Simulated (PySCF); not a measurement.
# Converging SbSe in the basis (PBE)

PySCF, UKS reference; doublet, unpaired electrons π ↑; De to Sb + Se without counterpoise correction.

| basis | relativity | functions | Re (Å) | ωe (cm⁻¹) | De (eV) | μ (D) |
| --- | --- | --- | --- | --- | --- | --- |
| cc-pVDZ-PP | scalar-relativistic core potentials | 46 | 2.379 | 317 | 3.45 | -1.75 |
| def2-SVP | scalar-relativistic core potentials | 58 | 2.379 | 319 | 3.51 | -1.73 |
| def2-TZVPP | scalar-relativistic core potentials | 98 | 2.363 | 320 | 3.58 | -1.80 |

**Question.** How does each smaller set differ from the one with most functions, def2-TZVPP?

**Answer.** cc-pVDZ-PP: +1.6 pm, -0.9 % in ωe, -0.13 eV in De; def2-SVP: +1.6 pm, -0.3 % in ωe, -0.07 eV in De. All at PBE; the set with most functions is neither the basis-set limit nor always the best.

A positive dipole means Sb(−)Se(+). These are scalar-relativistic numbers at best; spin–orbit coupling would shift them, the dissociation energy most. The state was picked by a PBE0 search and need not be the measured ground state.
